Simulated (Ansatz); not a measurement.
Input file for Ansatz (a first-principles code): U-CCSD(T)/cc-pV(Q+d)Z on BCl2 (SMILES Cl[B]Cl). The basis file is the Basis Set Exchange's JSON of that set.

Ansatz 0.2 input:
```yaml
crystal:
  periodic: [false, false, false]
  atoms:
    - {symbol: B, position_ang: [-0.25887928, -0.45750528, 0.00000000]}
    - {symbol: Cl, position_ang: [1.46689115, -0.52797496, 0.00000000]}
    - {symbol: Cl, position_ang: [-1.20811188, 0.98548023, -0.00000000]}
basis:
  gaussian:
    orbitals: cc-pV_Q+d_Z.json
magnetization: {spin_polarized: true, initial_magnetization: 1}
correlation: {method: ccsd_t, electrons: outside_noble_gas}
scf: {omitted_lower_state_checks: [cluster_reference]}
```

Problem. Give the final energy of this run.

Solution. -944.3083 hartree (reference determinant -943.7604, T1 diagnostic 0.014).

Problem. How many basis functions does it have, and what does it roughly cost on one machine?

Solution. 183 functions; very roughly 50 core-seconds.
